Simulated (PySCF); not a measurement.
OSi, triplet, geometry from GFN2-xTB (the spin is typed, not shown lowest), with bond 2-1 at 1.3 times its length. Base run: SVWN5/def2-SVP (PySCF).

Here is a job for PySCF.
```python
from pyscf import gto, scf, dft

mol = gto.Mole()
mol.atom = '''
    Si   -0.00000000   -0.00000000   -0.55809941
    O     0.00000000    0.00000000    1.43710598
'''
mol.basis = 'def2-svp'
mol.spin = 2
mol.verbose = 4
mol.build()

mf = dft.UKS(mol)
mf.xc = 'lda,vwn'
mf.kernel()
mf.analyze()
```

Each row names what was changed in the base input (with any setting that the change needs).

| change | ΔE vs base (mEh) | SCF cycles | <S^2> | outcome |
|---|---|---|---|---|
| base | 0.000 | 14 | 2.008 | converged |
| conv_tol = 1e-11 | 0.000 | 15 | 2.008 | converged |
| init_guess = mod_huckel | 0.000 | 14 | 2.008 | converged |
| init_guess = 1e | 0.000 | 36 | 2.008 | converged |
| conv_tol = 1e-4 | 0.017 | 9 | 2.008 | converged |
| init_guess = atom | 0.000 | 29 | 2.008 | converged |
| solver = newton | 25.611 | - | 2.006 | another SCF solution |
| diis_space = 20 | 0.000 | 15 | 2.008 | converged |
| init_guess = sap | 0.000 | 24 | 2.008 | converged |
| init_guess = vsap | 0.000 | 48 | 2.008 | converged |
| conv_tol = 1e-7 | 0.000 | 13 | 2.008 | converged |
| level_shift = 0.5 (with mf.max_cycle = 100) | - | 47 | - | not converged |
| conv_tol_grad = 1e-7 | 0.000 | 17 | 2.008 | converged |

A guess, shift, damping, solver or small numerical setting can't move a converged solution much, so rows marked as another SCF solution ended in a different state.

Open shells are given as the SCF converged; they aren't shown to be the lowest states, and a large step between rows can be another state.
